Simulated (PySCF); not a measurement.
**Atomic charges by several schemes**

Species: C8H10FP.
Z-matrix (Å and degrees, GFN2-xTB geometry), rows numbered from 1:
```
C 
P   1  1.8538
C   2  1.8539  1   98.29
C   2  1.8456  1   99.11  3  -100.67
C   4  1.3908  2  116.71  1  -130.06
C   5  1.3828  4  121.10  2  -179.98
C   6  1.3822  5  118.43  4     0.01
F   7  1.3502  6  119.17  5   180.00
C   7  1.3832  6  121.89  5     0.00
C   9  1.3821  7  118.83  6    -0.02
H   1  1.0888  2  108.32  3   -73.88
H   1  1.0882  2  108.80  3   168.31
H   1  1.0883  2  112.21  3    46.93
H   3  1.0882  2  108.84  1  -168.33
H   3  1.0888  2  108.36  1    73.85
H   3  1.0883  2  112.23  1   -46.92
H   5  1.0804  4  118.93  2     0.02
H   6  1.0786  5  121.71  4   180.00
H   9  1.0790  7  119.67  6  -180.00
H  10  1.0801  4  120.60  2    -0.08
```

Density: PBE0/pcSseg-1 (PySCF); schemes: Mulliken, IAO, Hirshfeld and ESP-fitted. One conformer (not necessarily the lowest) at the GFN2-xTB geometry, without solvent, vibrations or thermal averaging.

Problem. What partial charge does each atom carry?

Solution. In e:

```json
{"atom": "C1", "environment": "sp3 carbon bound to phosphorus", "Mulliken": "-0.455", "IAO": "-0.608", "Hirshfeld": "-0.168", "ESP-fitted": "-0.206"}
{"atom": "P2", "environment": "phosphine phosphorus", "Mulliken": "+0.354", "IAO": "+0.504", "Hirshfeld": "+0.155", "ESP-fitted": "-0.289"}
{"atom": "C3", "environment": "sp3 carbon bound to phosphorus", "Mulliken": "-0.455", "IAO": "-0.608", "Hirshfeld": "-0.169", "ESP-fitted": "-0.307"}
{"atom": "C4", "environment": "substituted aromatic carbon", "Mulliken": "-0.456", "IAO": "-0.207", "Hirshfeld": "-0.057", "ESP-fitted": "+0.449"}
{"atom": "C5", "environment": "aromatic CH carbon", "Mulliken": "-0.007", "IAO": "-0.134", "Hirshfeld": "-0.046", "ESP-fitted": "-0.115"}
{"atom": "C6", "environment": "aromatic CH carbon", "Mulliken": "-0.128", "IAO": "-0.194", "Hirshfeld": "-0.066", "ESP-fitted": "-0.351"}
{"atom": "C7", "environment": "aromatic C–F carbon", "Mulliken": "+0.323", "IAO": "+0.299", "Hirshfeld": "+0.091", "ESP-fitted": "+0.341"}
{"atom": "F8", "environment": "aryl fluorine", "Mulliken": "-0.285", "IAO": "-0.271", "Hirshfeld": "-0.087", "ESP-fitted": "-0.200"}
{"atom": "C9", "environment": "aromatic CH carbon", "Mulliken": "-0.134", "IAO": "-0.192", "Hirshfeld": "-0.066", "ESP-fitted": "-0.228"}
{"atom": "C10", "environment": "aromatic CH carbon", "Mulliken": "+0.020", "IAO": "-0.135", "Hirshfeld": "-0.040", "ESP-fitted": "-0.455"}
{"atom": "H11", "environment": "methyl hydrogen", "Mulliken": "+0.142", "IAO": "+0.154", "Hirshfeld": "+0.043", "ESP-fitted": "+0.137"}
{"atom": "H12", "environment": "methyl hydrogen", "Mulliken": "+0.150", "IAO": "+0.160", "Hirshfeld": "+0.043", "ESP-fitted": "+0.081"}
{"atom": "H13", "environment": "methyl hydrogen", "Mulliken": "+0.128", "IAO": "+0.136", "Hirshfeld": "+0.037", "ESP-fitted": "+0.040"}
{"atom": "H14", "environment": "methyl hydrogen", "Mulliken": "+0.150", "IAO": "+0.160", "Hirshfeld": "+0.042", "ESP-fitted": "+0.108"}
{"atom": "H15", "environment": "methyl hydrogen", "Mulliken": "+0.141", "IAO": "+0.154", "Hirshfeld": "+0.043", "ESP-fitted": "+0.161"}
{"atom": "H16", "environment": "methyl hydrogen", "Mulliken": "+0.128", "IAO": "+0.136", "Hirshfeld": "+0.037", "ESP-fitted": "+0.070"}
{"atom": "H17", "environment": "aromatic hydrogen", "Mulliken": "+0.082", "IAO": "+0.160", "Hirshfeld": "+0.047", "ESP-fitted": "+0.094"}
{"atom": "H18", "environment": "aromatic hydrogen", "Mulliken": "+0.109", "IAO": "+0.170", "Hirshfeld": "+0.057", "ESP-fitted": "+0.212"}
{"atom": "H19", "environment": "aromatic hydrogen", "Mulliken": "+0.106", "IAO": "+0.169", "Hirshfeld": "+0.057", "ESP-fitted": "+0.180"}
{"atom": "H20", "environment": "aromatic hydrogen", "Mulliken": "+0.088", "IAO": "+0.147", "Hirshfeld": "+0.050", "ESP-fitted": "+0.278"}
```

Mean size of the charges over all atoms: IAO 0.235 e, ESP-fitted 0.215 e, Mulliken 0.192 e, Hirshfeld 0.070 e. Each set sums to the total charge, 0, to within 0.001 e. The Mulliken scheme counts on each atom the diagonal of the density matrix times the overlap matrix over that atom's basis functions. The ESP scheme fits charges at the nuclei, held to the total charge, to the electrostatic potential on points at 1.4 to 2.0 times the van der Waals radii.

Lowest charge. The schemes don't all agree: Mulliken C4 (-0.456); IAO C1 and C3 (-0.608); Hirshfeld C3 (-0.169); ESP-fitted C10 (-0.455).

Highest charge. The schemes don't all agree: Mulliken P2 (+0.354); IAO P2 (+0.504); Hirshfeld P2 (+0.155); ESP-fitted C4 (+0.449).

Problem. Sum the charges by element, for elements with more than one atom.

Solution. 
| element | atoms | Mulliken | IAO | Hirshfeld | ESP-fitted |
| --- | --- | --- | --- | --- | --- |
| C | 8 | -1.293 | -1.778 | -0.521 | -0.873 |
| H | 10 | +1.224 | +1.545 | +0.454 | +1.362 |

Problem. How closely do the schemes follow one another over all atoms?

Solution. Correlation coefficient and root-mean-square difference: IAO with Hirshfeld 1.00, 0.197 e; Mulliken with IAO 0.94, 0.100 e; Mulliken with Hirshfeld 0.93, 0.164 e; Hirshfeld with ESP-fitted 0.48, 0.219 e; IAO with ESP-fitted 0.46, 0.273 e; Mulliken with ESP-fitted 0.27, 0.291 e.
